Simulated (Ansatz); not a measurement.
BrGaH$_{5}$NSi (`[GaH2][NH][SiH2]Br`), relaxed with RKS PBE0-D4/def2-TZVP in the Gaussian-basis code of Ansatz from a GFN2-xTB geometry. The force threshold is 0.005 eV/Å; the program also tests the step.

The species carries charge 0 and has multiplicity 1.

Start:

```xyz
9

Ga    1.029   -1.237    0.939
N    -0.377   -0.131    0.514
Si   -0.434    0.857   -0.905
Br   -2.333    1.985   -0.787
H     2.200   -1.256   -0.080
H     0.979   -2.065    2.245
H    -1.186   -0.070    1.123
H     0.634    1.856   -0.918
H    -0.512    0.061   -2.129
```

| step | energy (eV) | largest force (eV/Å) | largest move (Å) |
| --- | --- | --- | --- |
| 1 | -131856.5741 | 0.845 | 0.000 |
| 2 | -131856.6094 | 0.459 | 0.067 |
| 3 | -131856.6156 | 0.291 | 0.019 |
| 4 | -131856.6182 | 0.171 | 0.061 |
| 5 | -131856.6194 | 0.060 | 0.012 |
| 6 | -131856.6230 | 0.278 | 0.183 |
| 7 | -131856.6291 | 0.240 | 0.081 |
| 8 (rejected) | -131856.6286 | 0.643 | 0.159 |
| 9 | -131856.6397 | 0.177 | 0.080 |
| 10 | -131856.6521 | 0.107 | 0.096 |
| 11 | -131856.6620 | 0.207 | 0.143 |
| 12 | -131856.6726 | 0.358 | 0.190 |
| 13 | -131856.6816 | 0.295 | 0.086 |
| 14 | -131856.6955 | 0.177 | 0.091 |
| 15 | -131856.7080 | 0.221 | 0.200 |
| 16 | -131856.7140 | 0.176 | 0.121 |
| 17 | -131856.7165 | 0.075 | 0.060 |
| 18 | -131856.7179 | 0.046 | 0.022 |
| 19 | -131856.7182 | 0.110 | 0.040 |
| 20 | -131856.7189 | 0.007 | 0.016 |
| 21 | -131856.7189 | 0.002 | 0.012 |
| 22 | -131856.7190 | 0.007 | 0.022 |
| 23 (rejected) | -131856.7190 | 0.013 | 0.006 |
| 24 | -131856.7190 | 0.001 | 0.002 |

End:

```xyz
9

Ga    1.094   -0.954    1.143
N    -0.420   -0.499    0.193
Si   -0.568    0.708   -1.000
Br   -1.453    2.606   -0.207
H     2.405   -0.226    0.721
H     0.905   -2.036    2.250
H    -1.276   -0.946    0.491
H     0.786    1.048   -1.491
H    -1.473    0.299   -2.099
```

Hardware: 4 threads of an Arm Neoverse V2 on a shared host. Wall time 110 s, peak host memory 0.66 GiB.
